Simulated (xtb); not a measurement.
C3HBrClF, SMILES FC(Br)=C=CCl. All values are semi-empirical tight-binding results from xtb (GFN2-xTB unless named), good for trends rather than for accurate numbers. Geometry optimised at GFN2-xTB. The structure was generated by enumeration, and PubChem lists no compound with its InChIKey, so it may never have been made.

Computed properties:
* **orbital gap**: 3.83 eV
* **zero-point energy**: 17.9 kcal/mol
* **G − E(el) at 298.15 K (modified RRHO)**: -2.9 kcal/mol
* **static polarisability (D4 model)**: 68.9 bohr³
* **solvation energy, GFN2-xTB/ALPB(water)**: -1.6 kcal/mol
* **solvation energy, GFN2-xTB/ALPB(dmf)**: -6.9 kcal/mol
